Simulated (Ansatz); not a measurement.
Program: Ansatz. Geometries: PBE0-D4/def2-TZVP. ΔE: electronic, gas phase. CCSD(T)/CBS is the MP2 limit (def2-TZVPP, def2-QZVPP) plus CCSD(T) − MP2 in def2-TZVPP, frozen cores. This one scheme is used for every species. DFT in def2-TZVPP. Each species was taken in one conformer, which may not be the lowest.

Reaction (silylene formation by 1,1-elimination): `Cl[SiH2]S[SiH](Cl)Cl` → `Cl[Si]Cl` + `S[SiH2]Cl`

CCSD(T)/CBS gives +211.4 kJ/mol.

Problem. Another level gave +201.3 kJ/mol. Which?
A. B2PLYP/def2-TZVPP
B. PBE0-D4/def2-TZVPP
C. MP2/def2-TZVPP
D. PBE0/def2-TZVPP

Solution. D. PBE0 201.3, MP2/def2-TZVPP 226.0, B2PLYP 191.6, PBE0-D4 217.9 kJ/mol.

Largest T1 diagnostic among the species: 0.013.

From PBE to PBE0 (25 % exact exchange), in def2-TZVPP and without D4, ΔE moves by +19.6 kJ/mol. In def2-TZVPP, CCSD(T) changes the Hartree–Fock value by +12.7 kJ/mol (the triples alone add +3.1 kJ/mol) and MP2 by +36.3 kJ/mol. The D4 term adds +29.6 kJ/mol with B3LYP and +16.6 kJ/mol with PBE0; it sums over pairs of atoms, weighted by their polarisabilities, and B3LYP, whose exchange is more repulsive, gets the larger term.

B3LYP here is the variant with VWN-RPA as its local correlation; programs differ in this.
